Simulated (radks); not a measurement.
Values are calculated unless marked as measured or tabulated.
Question: The arsenic anion As3-, [Kr], held by a Watson sphere: a shell of charge +3.75 at radius R that stands for the Madelung well of a crystal (potential energy -3.75/R inside, -3.75/r outside, in hartree with lengths in bohr). Level of theory: scalar-relativistic Kohn-Sham, PBEsol, spin-polarised, spherical densities, point nucleus (a radial shooting solver on a logarithmic mesh with Libxc functionals). Response by self-consistent Sternheimer equations with the Hartree and adiabatic LDA kernel, the relativistic mass of each level held fixed and spin-orbit coupling left out. The sphere does not respond.

| R (bohr) | e(3d) (eV) | e(4s) (eV) | e(4p) (eV) | <r> 4p (bohr) | sum of <r^2> (bohr^2) | X-ray form factor at sin(theta)/lambda = 0.1 1/angstrom | alpha (bohr^3) |
|---|---|---|---|---|---|---|---|
| 2.68 | -44.022 | -21.205 | -12.625 | 2.509 | 62.50 | 32.202 | 35.49 |
| 2.93 | -43.320 | -20.065 | -11.777 | 2.614 | 66.71 | 32.026 | 42.75 |
| 3.66 | -41.864 | -17.466 | -9.621 | 2.907 | 79.31 | 31.570 | 72.69 |
| 3.84 | -41.582 | -16.966 | -9.167 | 2.977 | 82.51 | 31.471 | 82.54 |
| 4.15 | -41.142 | -16.212 | -8.452 | 3.095 | 88.11 | 31.314 | 102.3 |

Estimate the row for R = 2.3 bohr.

Answer: e(3d) (eV) -45.541; e(4s) (eV) -23.220; e(4p) (eV) -13.990; <r> 4p (bohr) 2.346; sum of <r^2> (bohr^2) 56.26; X-ray form factor at sin(theta)/lambda = 0.1 1/angstrom 32.487; alpha (bohr^3) 26.71.
